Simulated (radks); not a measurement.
Ba LIII, configuration [He] 2s2.

All-electron calculation, non-relativistic Kohn-Sham, TPSS, spin-polarised, spherical densities, point nucleus; meta-GGA in the generalised Kohn-Sham scheme; relativity is left out, which matters for an element this heavy. Program: a radial shooting solver on a logarithmic mesh with Libxc functionals.

Energy parts (Ry):
| part | energy |
|---|---|
| total | -7666.4197 |
| kinetic | 7666.1919 |
| electron-nucleus | -15504.5919 |
| Hartree | 263.3076 |
| exchange-correlation | -91.3272 |

Orbitals (lengths in bohr, moments of r in powers of bohr; <r^-3> diverges for s and p1/2; r(max) is where P^2 peaks; r(90%) holds 90 % of the orbital's charge):
orbital	occ.	eigenvalue (Ry)	<r^-3>	r(90%)	r(max)	<r^2>
1s	2	-2997.753	-	0.0480	0.01795	0.0009735
2s	2	-717.8973	-	0.168	0.09566	0.01414

The highest occupied level is 2s at -9767.5 eV. The electron density at the nucleus is 1.234e+05 e/bohr^3. Summed over all electrons, <r^2> = 0.03023 bohr^2, which gives a Langevin (diamagnetic) susceptibility term of -0.0239 x 10^-6 cm^3/mol. For comparison, the ionisation energy in NIST's Atomic Spectra Database is 10376 eV (theoretical). In exact Kohn-Sham theory the highest level is minus the ionisation energy, but local and semilocal functionals leave it too shallow, through self-interaction and a potential that decays too fast; potentials with the right tail come closer. Virial ratio -V/T = 2.00003. The density falls to 0.001 e/bohr^3 at r = 0.38 bohr.
